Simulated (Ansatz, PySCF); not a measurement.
The Ansatz (a first-principles code) input:
Ansatz 0.2 input:
```yaml
crystal:
  periodic: [false, false, false]
  atoms:
    - {symbol: Ta, position_ang: [-0.01066251, 0.04207787, -0.01079469]}
    - {symbol: O, position_ang: [1.56869310, 0.76107597, -0.45743268]}
    - {symbol: F, position_ang: [1.16433961, -1.36758425, 0.39255051]}
    - {symbol: F, position_ang: [-1.40073755, -1.15354263, 0.07044527]}
    - {symbol: F, position_ang: [-1.07151112, 1.50331666, 0.03116803]}
basis:
  gaussian:
    orbitals: def2-SVP
hamiltonian:
  xc: hf
magnetization: {spin_polarized: true, initial_magnetization: 2}
accuracy: high
```

### Question
Write the same job for PySCF.

### Answer
This is not unique; one that fits is 
```python
from pyscf import gto, scf

mol = gto.M(
    atom='''
Ta   -0.010663    0.042078   -0.010795
O     1.568693    0.761076   -0.457433
F     1.164340   -1.367584    0.392551
F    -1.400738   -1.153543    0.070445
F    -1.071511    1.503317    0.031168
''',
    basis='def2-svp',
    ecp={'Ta': 'def2-svp'},
    charge=0,
    spin=2,
    verbose=4,
)

mf = scf.UHF(mol)
mf.kernel()
```

Both were run: Ansatz gave -429.392010 Eh and PySCF -429.392010 Eh, 0.000 mEh apart.
